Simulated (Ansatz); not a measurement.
Wavefunction ladder for H4S3Si, SMILES `S[SiH](S)S`

```xyz
8

S     0.4478   -1.8333    0.9291
Si   -0.0844   -0.2108   -0.3400
S     1.6846    0.5013   -1.2776
S    -1.0811    1.2013    0.9063
H    -0.7672   -1.9137    1.5018
H    -0.9538   -0.6052   -1.4727
H     2.2480    0.8985   -0.1231
H    -1.4939    1.9619   -0.1238
```

The species carries charge 0 and has multiplicity 1. Geometry: relaxed with PBE0-D4/def2-TZVP. It is one conformer, not always the lowest. Frozen core, restricted reference, the Gaussian-basis code of Ansatz. CBS rows extrapolate triple and quadruple zeta.

```json
{"basis": "def2-TZVPP", "HF (Eh)": "-1484.00060", "MP2 corr.": "-0.65565"}
{"basis": "def2-QZVPP", "HF (Eh)": "-1484.04326", "MP2 corr.": "-0.71382"}
```

**Question.** Estimate the CCSD correlation energy and the (T) correction in each basis where they were run (hartree).

**Answer.** 
```tsv
basis	CCSD corr.	(T)
def2-TZVPP	-0.71737	-0.03381
def2-QZVPP	-0.76776	-0.03923
CBS(def2)	-0.80508	-0.04325
```
